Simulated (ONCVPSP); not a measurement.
## Which change was made? (Sn, ONCV)

```json
{
  "Element": "tin (Sn)",
  "Generator": "ONCVPSP 4.0.1",
  "Type": "optimised norm-conserving Vanderbilt (ONCV)",
  "Functional": "revPBE",
  "Relativity": "scalar-relativistic",
  "Frozen core": "[Ar] 3d10 4s2",
  "Valence charge": "20",
  "Reference configuration": "4p6 4d10 5s1.75 5p2.25",
  "Partial waves": "5s: rc 2.15 bohr, ncon 5, nbas 10, qcut 2.5 1/bohr, 2 projectors, debl 2.8 Ha; 4p+5p: rc 1.50 bohr, ncon 4, nbas 9, qcut 9.3 1/bohr, 2 projectors; 4d: rc 1.40 bohr, ncon 4, nbas 8, qcut 13.7 1/bohr, 3 projectors, debl 3 Ha",
  "Local potential": "polynomial inside 1.30 bohr (lpopt 5, dvloc0 0 Ha)",
  "Core correction": "none"
}
```

Cutoffs, loose and tight: the cutoffs (Ha) at which the residual kinetic energy of the hardest occupied pseudo-wave falls to 1 and 0.1 mHa per electron. They do not see the model core or the augmentation charge, which bear on the density cutoff. Test errors are all-electron minus pseudo excitation energies from the reference, over the configurations 4p6 4d10 5s2 5p2; 4p6 4d10 5s2 5p1; 4p6 4d10 5s2 5p0; 4p6 4d9 5s2 5p3; variants that change the core or the reference have their own tests.

The base gives: outcome: generated; cutoff, loose: 48 Ha; cutoff, tight: 61 Ha; bound ghosts: s; GHOST(+) flags above zero: none; largest test error (meV): -16.

(1) After one change the result is: outcome: failed: ERROR pspot: first pseudo wave function has node, program will stop. Which change was it?
A. s: qcut 1.5
B. all radii scaled by about 0.80 (s 1.72, p 1.20, d 1.12 bohr); local potential polynomial inside 1.04 bohr (lpopt 5, dvloc0 0 Ha)
C. s: qcut 3.7; p: qcut 13.9; d: qcut 20.5

## Answers

(1) C. The others give: s: qcut 1.5 → outcome: generated; cutoff, loose: 54 Ha; cutoff, tight: 64 Ha; bound ghosts: s; GHOST(+) flags above zero: none; largest test error (meV): -6.3 | all radii scaled by about 0.80 (s 1.72, p 1.20, d 1.12 bohr); local potential polynomial inside 1.04 bohr (lpopt 5, dvloc0 0 Ha) → outcome: generated; cutoff, loose: 48 Ha; cutoff, tight: 92 Ha; bound ghosts: s; GHOST(+) flags above zero: s; largest test error (meV): -32.
